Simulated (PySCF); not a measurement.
## Broadened absorption spectrum of C6H9O2P

C6H9O2P.
Geometry (PBE0-D3(BJ)/def2-SVP, Å), atoms numbered from 1 in this order:
```xyz
18
C6H9O2P angstrom
C     -1.4469    1.8152    0.0218
P     -0.9982    0.4118    1.1393
C     -1.9742   -0.9562    0.3033
O     -1.9492   -0.9732   -1.0903
C      0.6472   -0.0076    0.4903
C      1.8588   -0.1065    1.1177
C      2.8158   -0.4807    0.1245
C      2.1210   -0.5873   -1.0415
O      0.8179   -0.3036   -0.8382
H     -2.4437    2.1858    0.3047
H     -0.7244    2.6329    0.1544
H     -1.4698    1.4973   -1.0299
H     -3.0237   -0.8318    0.6181
H     -1.6182   -1.9038    0.7562
H     -1.0232   -0.9989   -1.3651
H      2.0353    0.0694    2.1767
H      3.8821   -0.6487    0.2589
H      2.4058   -0.8445   -2.0590
```

Method: TDDFT CAM-B3LYP/def2-SVPD, vertical, gas phase, core orbitals frozen in the response in PySCF.

Computed states:

```
state  E (eV)       f
   S1    5.68   0.018
   S2    5.85   0.289
   S3    6.58  0.0066
   S4    6.69   0.043
   S5    6.85  0.0036
   S6    6.95   0.068
   S7    7.21  0.0029
   S8    7.24   0.082
   S9    7.29   0.057
  S10    7.41  0.0015
```

Each state is given a Gaussian of 0.5 eV full width at half maximum, with ε(max) = 2.175×10⁸ f / Δν̃ (Δν̃ the width in cm⁻¹). The width is an assumption, not a result. The curve ends short of the highest state used, and states not computed would add to its high-energy end.

Question: Give the broadened spectrum and its maxima.

Answer: 
| E (eV) | ε (L mol⁻¹ cm⁻¹) |
| --- | --- |
| 4.93 | 3 |
| 4.98 | 8 |
| 5.03 | 18 |
| 5.09 | 47 |
| 5.14 | 97 |
| 5.20 | 221 |
| 5.25 | 415 |
| 5.30 | 743 |
| 5.36 | 1402 |
| 5.41 | 2256 |
| 5.47 | 3739 |
| 5.52 | 5389 |
| 5.57 | 7379 |
| 5.63 | 10049 |
| 5.68 | 12272 |
| 5.73 | 14215 |
| 5.79 | 15808 |
| 5.84 | 16282 |
| 5.90 | 15713 |
| 5.95 | 14375 |
| 6.00 | 12461 |
| 6.06 | 9787 |
| 6.11 | 7566 |
| 6.16 | 5591 |
| 6.22 | 3739 |
| 6.27 | 2689 |
| 6.33 | 1996 |
| 6.38 | 1824 |
| 6.43 | 1945 |
| 6.49 | 2372 |
| 6.54 | 2885 |
| 6.60 | 3605 |
| 6.65 | 4240 |
| 6.70 | 4873 |
| 6.76 | 5606 |
| 6.81 | 6187 |

Maxima: 212 nm (5.84 eV), ε about 16000, made up of S2 (96%) (ε in L mol⁻¹ cm⁻¹; maxima over ε = 5, shares over 10%). At its high-energy end, 6.81 eV, the curve is still rising (ε about 6200, from S4 and S6).

Question: On this curve, what absorbance would a 10⁻⁵ mol/L sample give at 222 nm over a 1 cm path?

Answer: 222 nm is 5.585 eV, where ε is about 8000 L mol⁻¹ cm⁻¹, so A = ε c l ≈ 0.08 (Beer–Lambert, with the gas-phase spectrum and the assumed width).

Question: Coming from long wavelengths, where does ε first pass 100 L mol⁻¹ cm⁻¹?

Answer: At about 241 nm (5.14 eV), 0.53 eV below S1.

Question: What would ε be at 5.84 eV, the highest of these maxima, with half the width (0.25 eV)?

Answer: About 31600 L mol⁻¹ cm⁻¹ against 16300, a factor of about 1.9; a lone state at its own centre would give exactly 2.

All these states lie below the vertical ionisation energy of 8.80 eV (ΔSCF).

One conformer stands for the species.
